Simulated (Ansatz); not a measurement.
Born–Oppenheimer molecular dynamics of Ge$_{2}$H$_{8}$O (11 atoms, charge 0, multiplicity 1). It starts at the highest image of a converged band. Of that band: Neighbouring images differ by up to 1.5 eV, so the band resolves the path poorly. A vibrational analysis at the climbing image gives one clearly imaginary mode, 1155i cm⁻¹: a first-order saddle point.

These are results of RKS PBE-D4/def2-SVP (Ansatz 0.2.0), not measurements.

- ensemble: NVE (velocity Verlet)
- time step: 0.5 fs
- steps asked: 200
- starting velocities drawn for: 300 K
- seed: 3050

Frames 0.5 fs apart, positions in Å, forces in eV/Å.

Velocities at 90 fs (Å/ps):

```
Ge -2.70 -0.56 1.17
O 7.32 -6.64 -14.98
H 12.21 5.35 24.42
Ge -0.97 0.83 1.29
H 22.57 -8.12 10.73
H 34.53 -1.65 -3.86
H -16.29 -23.15 12.17
H 5.63 -24.87 9.57
H 20.15 -20.80 -4.16
H 33.52 65.05 6.04
H 36.14 94.59 5.90
```

```xyz
11
Properties=species:S:1:pos:R:3:forces:R:3 time_fs=90 energy_less_start_eV=-1.055 T=1208
Ge 0.077 -0.173 0.068 -1.10 0.01 -1.22
O 0.112 0.190 1.787 1.03 0.33 1.23
H -0.682 0.133 2.339 -0.27 -0.12 -0.31
Ge 2.391 -0.138 -0.871 -0.27 0.90 0.11
H 2.797 -1.360 -1.747 -0.10 0.02 0.27
H 2.738 1.169 -1.690 -0.29 -0.36 0.08
H 3.192 0.081 0.433 0.28 -0.34 0.05
H -1.054 0.826 -0.500 0.66 -0.31 -0.13
H -0.531 -1.600 -0.118 0.06 -0.14 -0.09
H 3.041 7.708 1.573 0.24 -1.62 -0.62
H 3.157 6.938 1.280 -0.24 1.62 0.62
11
Properties=species:S:1:pos:R:3:forces:R:3 time_fs=90.5 energy_less_start_eV=-1.073 T=1222
Ge 0.076 -0.173 0.068 -1.03 -0.20 -1.39
O 0.116 0.187 1.780 0.69 0.36 1.72
H -0.676 0.135 2.351 0.10 -0.09 -0.59
Ge 2.391 -0.138 -0.871 -0.22 0.87 0.05
H 2.808 -1.364 -1.741 -0.14 0.06 0.29
H 2.755 1.167 -1.691 -0.31 -0.39 0.12
H 3.184 0.069 0.439 0.29 -0.32 0.06
H -1.050 0.813 -0.495 0.55 -0.22 -0.19
H -0.521 -1.611 -0.120 0.08 -0.06 -0.07
H 3.058 7.738 1.575 0.19 -1.23 -0.48
H 3.174 6.987 1.284 -0.19 1.23 0.48
11
Properties=species:S:1:pos:R:3:forces:R:3 time_fs=91 energy_less_start_eV=-1.082 T=1229
Ge 0.074 -0.173 0.069 -0.94 -0.43 -1.56
O 0.119 0.183 1.773 0.40 0.39 2.18
H -0.670 0.138 2.362 0.40 -0.08 -0.84
Ge 2.390 -0.138 -0.870 -0.18 0.84 0.01
H 2.819 -1.368 -1.734 -0.17 0.09 0.31
H 2.771 1.165 -1.693 -0.33 -0.41 0.15
H 3.177 0.056 0.445 0.30 -0.29 0.07
H -1.046 0.800 -0.491 0.42 -0.11 -0.25
H -0.510 -1.621 -0.123 0.10 0.01 -0.06
H 3.076 7.766 1.576 0.10 -0.63 -0.25
H 3.192 7.039 1.289 -0.10 0.63 0.25
11
Properties=species:S:1:pos:R:3:forces:R:3 time_fs=91.5 energy_less_start_eV=-1.070 T=1219
Ge 0.073 -0.174 0.069 -0.82 -0.68 -1.73
O 0.123 0.180 1.766 0.18 0.43 2.58
H -0.663 0.140 2.370 0.63 -0.07 -1.03
Ge 2.390 -0.137 -0.869 -0.14 0.79 -0.01
H 2.829 -1.372 -1.727 -0.20 0.12 0.31
H 2.787 1.162 -1.694 -0.34 -0.42 0.17
H 3.170 0.043 0.452 0.30 -0.27 0.07
H -1.040 0.786 -0.488 0.28 0.01 -0.32
H -0.500 -1.632 -0.125 0.12 0.09 -0.05
H 3.094 7.792 1.577 -0.03 0.18 0.07
H 3.209 7.093 1.294 0.03 -0.18 -0.07
11
Properties=species:S:1:pos:R:3:forces:R:3 time_fs=92 energy_less_start_eV=-1.032 T=1187
Ge 0.071 -0.174 0.070 -0.68 -0.92 -1.88
O 0.127 0.177 1.760 0.07 0.48 2.91
H -0.655 0.141 2.376 0.75 -0.07 -1.14
Ge 2.389 -0.137 -0.869 -0.09 0.75 -0.01
H 2.839 -1.375 -1.720 -0.23 0.14 0.32
H 2.801 1.158 -1.695 -0.35 -0.42 0.19
H 3.164 0.029 0.459 0.29 -0.25 0.06
H -1.033 0.772 -0.485 0.12 0.14 -0.39
H -0.489 -1.643 -0.128 0.13 0.16 -0.04
H 3.111 7.819 1.578 -0.19 1.09 0.45
H 3.226 7.146 1.300 0.19 -1.09 -0.45
11
Properties=species:S:1:pos:R:3:forces:R:3 time_fs=92.5 energy_less_start_eV=-0.981 T=1144
Ge 0.070 -0.174 0.070 -0.53 -1.16 -2.03
O 0.131 0.174 1.754 0.05 0.53 3.13
H -0.645 0.143 2.379 0.77 -0.08 -1.17
Ge 2.389 -0.136 -0.868 -0.05 0.70 0.01
H 2.848 -1.378 -1.711 -0.25 0.15 0.31
H 2.815 1.153 -1.695 -0.36 -0.41 0.20
H 3.159 0.014 0.465 0.28 -0.22 0.04
H -1.026 0.759 -0.483 -0.04 0.27 -0.47
H -0.478 -1.653 -0.131 0.14 0.22 -0.02
H 3.129 7.848 1.579 -0.34 1.90 0.81
H 3.244 7.197 1.304 0.34 -1.90 -0.81
11
Properties=species:S:1:pos:R:3:forces:R:3 time_fs=93 energy_less_start_eV=-0.941 T=1111
Ge 0.069 -0.175 0.070 -0.37 -1.39 -2.16
O 0.135 0.171 1.748 0.14 0.57 3.25
H -0.633 0.145 2.380 0.68 -0.08 -1.11
Ge 2.388 -0.135 -0.867 -0.02 0.64 0.05
H 2.857 -1.381 -1.702 -0.27 0.16 0.29
H 2.828 1.147 -1.695 -0.36 -0.38 0.20
H 3.155 -0.001 0.472 0.26 -0.20 0.02
H -1.019 0.747 -0.482 -0.21 0.40 -0.54
H -0.466 -1.662 -0.133 0.14 0.28 -0.01
H 3.145 7.881 1.583 -0.43 2.35 1.02
H 3.262 7.243 1.306 0.43 -2.35 -1.02
11
Properties=species:S:1:pos:R:3:forces:R:3 time_fs=93.5 energy_less_start_eV=-0.933 T=1104
Ge 0.067 -0.175 0.070 -0.20 -1.60 -2.28
O 0.139 0.168 1.743 0.32 0.62 3.27
H -0.619 0.146 2.377 0.49 -0.09 -0.95
Ge 2.388 -0.135 -0.867 0.01 0.58 0.11
H 2.865 -1.383 -1.691 -0.29 0.15 0.27
H 2.840 1.139 -1.694 -0.35 -0.34 0.20
H 3.151 -0.017 0.479 0.24 -0.17 -0.01
H -1.013 0.735 -0.483 -0.36 0.52 -0.61
H -0.455 -1.671 -0.136 0.14 0.34 0.01
H 3.160 7.921 1.589 -0.42 2.24 1.00
H 3.281 7.284 1.306 0.42 -2.24 -1.00
11
Properties=species:S:1:pos:R:3:forces:R:3 time_fs=94 energy_less_start_eV=-0.951 T=1118
Ge 0.066 -0.176 0.071 -0.04 -1.78 -2.39
O 0.143 0.166 1.738 0.60 0.66 3.17
H -0.604 0.147 2.373 0.20 -0.10 -0.70
Ge 2.387 -0.134 -0.866 0.04 0.51 0.18
H 2.873 -1.385 -1.681 -0.31 0.14 0.25
H 2.851 1.132 -1.693 -0.34 -0.29 0.19
H 3.148 -0.033 0.486 0.21 -0.14 -0.05
H -1.008 0.725 -0.485 -0.50 0.63 -0.66
H -0.442 -1.679 -0.139 0.14 0.38 0.02
H 3.175 7.965 1.598 -0.32 1.63 0.74
H 3.302 7.319 1.303 0.32 -1.63 -0.74
11
Properties=species:S:1:pos:R:3:forces:R:3 time_fs=94.5 energy_less_start_eV=-0.969 T=1132
Ge 0.064 -0.176 0.071 0.10 -1.93 -2.50
O 0.147 0.163 1.734 0.94 0.69 2.98
H -0.589 0.148 2.367 -0.16 -0.10 -0.38
Ge 2.387 -0.134 -0.865 0.06 0.44 0.28
H 2.880 -1.387 -1.669 -0.32 0.12 0.21
H 2.861 1.123 -1.692 -0.32 -0.23 0.17
H 3.146 -0.050 0.493 0.18 -0.12 -0.09
H -1.004 0.716 -0.488 -0.61 0.71 -0.70
H -0.430 -1.687 -0.141 0.13 0.41 0.03
H 3.188 8.014 1.608 -0.15 0.76 0.35
H 3.323 7.350 1.299 0.15 -0.76 -0.35
11
Properties=species:S:1:pos:R:3:forces:R:3 time_fs=95 energy_less_start_eV=-0.964 T=1127
Ge 0.062 -0.177 0.071 0.22 -2.03 -2.61
O 0.151 0.160 1.731 1.33 0.72 2.73
H -0.574 0.149 2.360 -0.57 -0.10 -0.01
Ge 2.386 -0.133 -0.865 0.07 0.37 0.38
H 2.885 -1.388 -1.657 -0.33 0.09 0.18
H 2.871 1.114 -1.690 -0.30 -0.16 0.14
H 3.144 -0.066 0.499 0.15 -0.08 -0.13
H -1.001 0.709 -0.494 -0.69 0.76 -0.72
H -0.417 -1.693 -0.144 0.11 0.44 0.05
H 3.202 8.065 1.619 0.02 -0.11 -0.05
H 3.345 7.379 1.294 -0.02 0.11 0.05
11
Properties=species:S:1:pos:R:3:forces:R:3 time_fs=95.5 energy_less_start_eV=-0.934 T=1103
Ge 0.061 -0.178 0.070 0.30 -2.08 -2.73
O 0.156 0.158 1.728 1.70 0.74 2.47
H -0.560 0.149 2.353 -0.96 -0.10 0.35
Ge 2.386 -0.132 -0.864 0.08 0.30 0.50
H 2.891 -1.389 -1.645 -0.33 0.05 0.13
H 2.880 1.104 -1.688 -0.28 -0.08 0.11
H 3.142 -0.083 0.505 0.12 -0.05 -0.17
H -1.000 0.703 -0.501 -0.73 0.78 -0.71
H -0.404 -1.698 -0.147 0.09 0.45 0.06
H 3.215 8.115 1.630 0.18 -0.82 -0.40
H 3.366 7.409 1.289 -0.18 0.82 0.40
```

Of the whole run (100 fs, mean temperature of the second half 1118 K): The conserved energy stayed within 0.24 meV per atom of its start (net change -0.034 meV per atom), so the integration is sound. The kinetic energy rose, since the run started high on the potential surface and went downhill. It ends in pieces (Ge2H6O + H2), so much of that is their flight and rotation, not heat. A run of 0.1 ps of so small a system gives no equilibrium averages. The orbitals stay closed-shell, which can raise the energy where a bond breaks towards radicals; this wasn't checked here.

The run took 3.9 min on 4 threads of Arm Neoverse V1, with other jobs on the host, peak memory 0.18 GiB.
